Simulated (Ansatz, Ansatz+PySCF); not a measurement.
```xyz
8

H     1.3500    0.0000    0.3700
H     0.0000    1.3500    0.3700
H    -1.3500    0.0000    0.3700
H     0.0000   -1.3500    0.3700
H     1.3500    0.0000   -0.3700
H     0.0000    1.3500   -0.3700
H    -1.3500    0.0000   -0.3700
H     0.0000   -1.3500   -0.3700
```

Basis set: 6-31G (spherical functions). All electrons are correlated. Charge 0, multiplicity 1.

Computed with Ansatz (development build ahead of 0.2.0); each method stands on the lowest determinant of its kind that the runs found. Restricted open shells among the atoms or ions are ROHF, correlated in semicanonical orbitals with singles. Restricted functionals stand beside restricted open-shell atoms, which can lie above the unrestricted atoms usual in DFT and then raise those values.

Task: Give the atomization energy at this shape (free ground-state atoms in the same class of orbitals less the molecule, no zero-point energy) of singlet H8 by ωB97X (restricted), PBE0 (restricted), RHF-MP2.

Result:

```
            method  atomization energy
ωB97X (restricted)     391.62 kcal/mol
 PBE0 (restricted)     380.59 kcal/mol
           RHF-MP2     330.21 kcal/mol
```

Caution: the shape is not the minimum. Caution for ωB97X (restricted), PBE0 (restricted): the determinant breaks the point group.

This basis has no polarisation functions and is too small for such energies, which can lie far from measured ones in either direction.
